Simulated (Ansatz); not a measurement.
Two isomers of C2H6F2Si2: A = `F[Si@H]1C[Si@H](F)C1`, B = `F[SiH2]/C=C\[SiH2]F`.

Gas-phase electronic energies from Ansatz, PBE0-D4/def2-TZVP geometries. CBS: MP2 limit from def2 TZ/QZ plus the TZ coupled-cluster correction, frozen cores. Functionals use def2-TZVPP. B3LYP here is the variant with VWN-RPA as its local correlation; programs differ in this. One conformer a species, not always the lowest.

A:

```xyz
12

F     0.902   -1.417   -2.033
Si    0.928   -0.388   -0.807
C    -0.393    0.944   -0.885
Si   -0.785    0.509    0.900
F    -0.118    1.556    1.912
C     0.224   -1.072    0.793
H     2.312    0.133   -0.690
H    -1.218    0.641   -1.541
H    -0.107    1.964   -1.135
H    -2.214    0.387    1.278
H    -0.431   -1.929    0.600
H     0.901   -1.328    1.607
```

B:

```xyz
12

F    -0.982   -2.828    1.201
Si   -0.822   -1.599    0.179
C     0.319   -0.407    1.060
C     0.786    0.778    0.652
Si    0.381    1.553   -0.976
F    -0.610    0.536   -1.730
H    -0.238   -2.145   -1.066
H    -2.176   -1.044   -0.044
H     0.630   -0.761    2.046
H     1.451    1.331    1.319
H     1.584    1.737   -1.824
H    -0.323    2.849   -0.818
```

(1) Which isomer does CCSD(T)/CBS put lower? Give the gap. (Best estimate.)

(2) Give E(B) − E(A) in kJ/mol with B3LYP-D4, HF/def2-TZVPP, B3LYP, PBE-D4, PBE0-D4, ωB97M-V, CCSD/def2-TZVPP. (An estimate is asked.)

Largest T1 diagnostic: 0.012.

Results:

(1) Ansatz gave: A, by 129.5 kJ/mol.

(2) Ansatz gave: B3LYP-D4 115.0, HF/def2-TZVPP 97.3, B3LYP 113.8, PBE-D4 140.6, PBE0-D4 149.6, ωB97M-V 138.9, CCSD/def2-TZVPP 124.2. None reverses the order clearly.

From PBE to PBE0 (25 % exact exchange), in def2-TZVPP and without D4, E(B) − E(A) moves by +9.2 kJ/mol. In def2-TZVPP, CCSD(T) changes the Hartree–Fock value by +27.4 kJ/mol (the triples alone add +0.5 kJ/mol) and MP2 by +41.6 kJ/mol.
